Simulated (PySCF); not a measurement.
H4OSSiZn. Atoms are numbered in the order given.

```xyz
8

Zn    -0.2653     0.3502     0.1877
S     -1.8003     1.0353     1.5547
H     -0.9028     1.1506     2.5768
O      0.9922    -0.1013    -0.9915
Si     1.7062    -1.5308    -1.4517
H      0.7032    -2.5220    -1.9979
H      2.4189    -2.2085    -0.3026
H      2.7194    -1.2493    -2.5282
```
Charge 0, spin multiplicity 1.

Geometry optimised at PBE-D3(BJ)/def2-SVP. One conformer was computed; it need not be the lowest.

These are TDDFT-PBE/def2-SVPD (PySCF) values and carry that method's errors.

Vertical excitations. Isolated molecule, no solvent.

Computed lowest excited states:
| state | energy (eV) | λ (nm) | f | main pairs |
|---|---|---|---|---|
| S1 | 4.35 | 285 | 0.019 | HOMO→LUMO 100 % |
| S2 | 4.74 | 262 | 0.004 | HOMO−1→LUMO 100 % |
| S3 | 5.04 | 246 | 0.027 | HOMO−2→LUMO 97 % |
| S4 | 5.33 | 233 | 0.000 | HOMO→LUMO+1 99 % |
| S5 | 5.82 | 213 | 0.006 | HOMO→LUMO+2 67 %, HOMO−1→LUMO+1 20 %, HOMO−3→LUMO 12 % |
| S6 | 5.88 | 211 | 0.022 | HOMO−1→LUMO+1 73 %, HOMO→LUMO+2 13 % |
| S7 | 5.99 | 207 | 0.001 | HOMO−2→LUMO+1 94 % |
| S8 | 6.06 | 205 | 0.019 | HOMO→LUMO+3 92 % |
| S9 | 6.10 | 203 | 0.002 | HOMO−1→LUMO+2 99 % |
| S10 | 6.38 | 194 | 0.002 | HOMO−1→LUMO+3 85 %, HOMO−2→LUMO+2 14 % |
| T1 | 4.04 | 307 | 0 | HOMO→LUMO 100 % |
| T2 | 4.52 | 274 | 0 | HOMO−1→LUMO 100 % |
| T3 | 4.73 | 262 | 0 | HOMO−2→LUMO 99 % |
| T4 | 5.18 | 240 | 0 | HOMO→LUMO+1 97 % |
Triplets are in the Tamm–Dancoff approximation, which puts them higher than full response would, so one can lie above its singlet here.
